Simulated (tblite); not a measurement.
Record of a relaxation.

Species: C5H15BSi2.
Bonds: C1–B2, B2–C3, B2–Si4, Si4–C5, Si4–C6, C6–Si7, Si7–C8, Si4–C8. Hydrogens: H9, H10, H11 on C1; H12, H13, H14 on C3; H15, H16, H17 on C5; H18, H19 on C6; H20, H21 on Si7; H22, H23 on C8.

Computed with GFN2-xTB (tblite), gas phase: L-BFGS steps from a force-field or distance-geometry start until the largest atomic force falls under 0.01 eV/Å. 4 of its 48 geometries are shown.

Step 0: E = -624.5560 eV, largest atomic force 1.970 eV/Å
```
atom  x, y, z in Å  |  force x, y, z in eV/Å
C1      1.741    1.685   -0.543   -0.634   0.002   0.014
B2      1.446    0.242    0.035    0.679  -0.304   0.230
C3      2.662   -0.673    0.556   -0.419   0.521  -0.157
Si4    -0.370   -0.432    0.139    1.712  -0.461   0.475
C5     -0.526   -2.159    0.868   -0.278  -0.532   0.222
C6     -1.335   -0.228   -1.440   -0.132  -0.502  -1.866
Si7    -2.529    0.992   -0.683   -0.767   0.563  -0.108
C8     -1.562    0.774    0.913   -0.815   0.795   1.608
H9      2.401    1.601   -1.426   -0.254   0.330   0.533
H10     2.224    2.308    0.236   -0.139  -0.234  -0.682
H11     0.780    2.173   -0.848    0.991  -0.122   0.128
H12     3.614   -0.139    0.425   -0.130  -0.502   0.228
H13     2.503   -0.906    1.637    0.285  -0.036  -0.950
H14     2.681   -1.613   -0.035    0.099   0.505   0.637
H15    -1.597   -2.446    0.880    0.800  -0.127   0.154
H16     0.045   -2.869    0.246   -0.417   0.212   0.524
H17    -0.120   -2.162    1.897   -0.346  -0.248  -0.643
H18    -0.720    0.231   -2.239   -0.552  -0.739   0.078
H19    -1.832   -1.163   -1.744    0.445   0.507  -0.455
H20    -3.885    0.443   -0.579   -0.027   0.214  -0.101
H21    -2.377    2.346   -1.233   -0.203  -0.089   0.001
H22    -1.073    1.711    1.229   -0.480  -0.546   0.387
H23    -2.176    0.309    1.718    0.583   0.794  -0.255
```

Step 16: E = -625.0508 eV, largest atomic force 0.078 eV/Å
```
atom  x, y, z in Å  |  force x, y, z in eV/Å
C1      1.753    1.689   -0.542    0.000   0.009  -0.003
B2      1.495    0.248    0.043    0.073   0.022   0.002
C3      2.703   -0.632    0.543    0.024   0.010  -0.004
Si4    -0.330   -0.444    0.154    0.044  -0.030   0.024
C5     -0.545   -2.197    0.883   -0.002  -0.037   0.014
C6     -1.345   -0.252   -1.486   -0.055   0.031  -0.008
Si7    -2.547    0.993   -0.679   -0.060   0.036  -0.008
C8     -1.588    0.791    0.961   -0.064   0.032  -0.031
H9      2.421    1.654   -1.404    0.020  -0.028   0.026
H10     2.252    2.329    0.186    0.025  -0.037   0.007
H11     0.847    2.204   -0.856   -0.010   0.008  -0.008
H12     3.691   -0.184    0.455   -0.021   0.034  -0.015
H13     2.557   -0.904    1.589    0.016  -0.005  -0.025
H14     2.722   -1.579    0.002    0.010   0.014   0.023
H15    -1.583   -2.511    0.911   -0.022   0.027  -0.013
H16     0.003   -2.929    0.296    0.002  -0.008  -0.013
H17    -0.160   -2.244    1.897   -0.003   0.005   0.012
H18    -0.780    0.157   -2.319    0.025  -0.012  -0.018
H19    -1.820   -1.158   -1.850   -0.001  -0.042   0.007
H20    -3.943    0.555   -0.631   -0.036  -0.009   0.001
H21    -2.490    2.343   -1.247    0.014   0.018  -0.008
H22    -1.141    1.711    1.327    0.019  -0.001   0.019
H23    -2.179    0.388    1.777    0.001  -0.036   0.020
```

Step 31: E = -625.0587 eV, largest atomic force 0.025 eV/Å
```
atom  x, y, z in Å  |  force x, y, z in eV/Å
C1      1.778    1.680   -0.536    0.009   0.011  -0.003
B2      1.501    0.244    0.047   -0.003   0.002  -0.001
C3      2.729   -0.613    0.537    0.001   0.005  -0.001
Si4    -0.332   -0.439    0.153   -0.008  -0.023   0.007
C5     -0.559   -2.195    0.879   -0.007   0.005  -0.002
C6     -1.367   -0.258   -1.481    0.000  -0.004  -0.005
Si7    -2.571    0.993   -0.680    0.001   0.001  -0.002
C8     -1.610    0.782    0.959   -0.002   0.003   0.007
H9      2.459    1.623   -1.386    0.008   0.011  -0.011
H10     2.289    2.299    0.201    0.008   0.015   0.002
H11     0.890    2.218   -0.860   -0.001  -0.003   0.000
H12     3.698   -0.128    0.431    0.009  -0.010   0.003
H13     2.611   -0.886    1.586    0.001  -0.004  -0.006
H14     2.773   -1.560   -0.001    0.001   0.003   0.007
H15    -1.605   -2.485    0.897    0.015  -0.009   0.005
H16    -0.020   -2.934    0.294   -0.019   0.015   0.006
H17    -0.182   -2.249    1.897   -0.015   0.003  -0.017
H18    -0.809    0.136   -2.326    0.001  -0.001  -0.003
H19    -1.837   -1.175   -1.824   -0.004  -0.006   0.011
H20    -3.976    0.577   -0.642   -0.004  -0.013   0.004
H21    -2.494    2.343   -1.250    0.012   0.006   0.000
H22    -1.175    1.700    1.343    0.003   0.004   0.005
H23    -2.196    0.356    1.769   -0.004  -0.012  -0.004
```

Step 47: E = -625.0595 eV, largest atomic force 0.007 eV/Å
```
atom  x, y, z in Å  |  force x, y, z in eV/Å
C1      1.786    1.688   -0.539    0.000   0.000   0.000
B2      1.507    0.251    0.045   -0.001   0.001   0.001
C3      2.733   -0.609    0.536    0.000  -0.001   0.001
Si4    -0.327   -0.436    0.153   -0.001   0.007  -0.001
C5     -0.567   -2.190    0.877   -0.001   0.001   0.000
C6     -1.368   -0.264   -1.478    0.000  -0.002  -0.002
Si7    -2.568    0.991   -0.679    0.002  -0.002  -0.001
C8     -1.612    0.777    0.961    0.004  -0.003   0.004
H9      2.467    1.633   -1.389   -0.001   0.000   0.001
H10     2.298    2.308    0.198    0.000  -0.001  -0.001
H11     0.898    2.226   -0.863    0.001  -0.003   0.001
H12     3.704   -0.130    0.432    0.000   0.004  -0.003
H13     2.611   -0.884    1.584   -0.005   0.001   0.003
H14     2.774   -1.557   -0.001   -0.003  -0.001  -0.004
H15    -1.615   -2.474    0.891    0.000  -0.004   0.001
H16    -0.033   -2.932    0.292    0.000   0.001  -0.002
H17    -0.195   -2.249    1.895    0.000   0.002   0.001
H18    -0.817    0.119   -2.333    0.001  -0.002   0.002
H19    -1.843   -1.185   -1.805    0.004  -0.002   0.001
H20    -3.972    0.572   -0.642   -0.004   0.004  -0.002
H21    -2.481    2.341   -1.246    0.000   0.003  -0.002
H22    -1.186    1.694    1.359    0.000  -0.003   0.000
H23    -2.200    0.337    1.762    0.003  -0.001   0.001
```

Problem. Summarise the path.

Solution. The energy falls by 48.58 kJ/mol from step 0 to step 47; nine tenths of that is first reached at step 6. It falls at every step. The largest force goes from 1.970 to 0.007 eV/Å. Among the bonds Si4–C6 changes most, from 1.861 to 1.943 Å; the atoms move by 0.100 Å rms after alignment.

The cost below is that of the whole relaxation. On one thread of an Intel Xeon at 2.50 GHz, no GPU, shared host, this took 1.7 s.
